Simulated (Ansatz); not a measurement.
`B[SiH2]CS` + HCl → `B[SiH2]Cl` + CH₃SH at 298.15 K and 1 bar (ligand exchange at the Si–C bond).

Isolated molecules relaxed with PBE0-D4/def2-TZVP in Ansatz; ΔE leaves out vibrations. CBS: MP2 limit from def2 TZ/QZ plus the TZ coupled-cluster correction, frozen cores. This one scheme is used for every species. One conformer a species, not always the lowest.

```json
{"species": "`B[SiH2]CS`", "CCSD(T)/CBS energy (Eh)": "-753.86807", "H − E (kJ/mol)": "214.2", "S (J/(mol·K))": "357.7"}
{"species": "HCl", "CCSD(T)/CBS energy (Eh)": "-460.38127", "H − E (kJ/mol)": "26.6", "S (J/(mol·K))": "186.8"}
{"species": "`B[SiH2]Cl`", "CCSD(T)/CBS energy (Eh)": "-776.05948", "H − E (kJ/mol)": "116.1", "S (J/(mol·K))": "304.2"}
{"species": "CH₃SH", "CCSD(T)/CBS energy (Eh)": "-438.22835", "H − E (kJ/mol)": "133.0", "S (J/(mol·K))": "253.2"}
```

H − E and S are ideal-gas, rigid-rotor, harmonic terms from PBE0-D4/def2-TZVP, for one conformer and one mirror image of each species. 1 Eh = 2625.50 kJ/mol, R = 8.31446 J/(mol·K).

Question: By hand: ΔE, ΔH, ΔS and ΔG.

Answer: ΔE = (-776.05948) + (-438.22835) − (-753.86807) − (-460.38127) = -0.03849 Eh = -101.1 kJ/mol. Δ(H − E) = 116.1 + 133.0 − 214.2 − 26.6 = 8.3, so ΔH = -92.8 kJ/mol. ΔS = 304.2 + 253.2 − 357.7 − 186.8 = 12.9 J/(mol·K). ΔG = -92.8 − 298.15 × (12.9)/1000 = -96.6 kJ/mol.

Question: By hand: the equilibrium constant, and the temperature at which ΔG would vanish if ΔH and ΔS stayed fixed.

Answer: log₁₀ K = −ΔG/(RT ln 10) = 16.9. ΔH and −TΔS have one sign here, so there is no such temperature.

The number of gas molecules stays the same, so ΔS is small and ΔH decides. A doubt of 5 kJ/mol in ΔE shifts log₁₀ K by 0.9 here. Other conformers and mirror images would add mixing entropy, several J/(mol·K) or more a flexible species. Modes under 60 cm⁻¹, often nearly free rotors, make the harmonic entropy too high. These are equilibria of isolated gas molecules and say nothing of rates. Largest T1 diagnostic: 0.011 (customary marks: 0.02 for closed shells, 0.045 for open ones).

ΔS is within the doubt of such terms, so its sign, and with it that verdict, could turn.
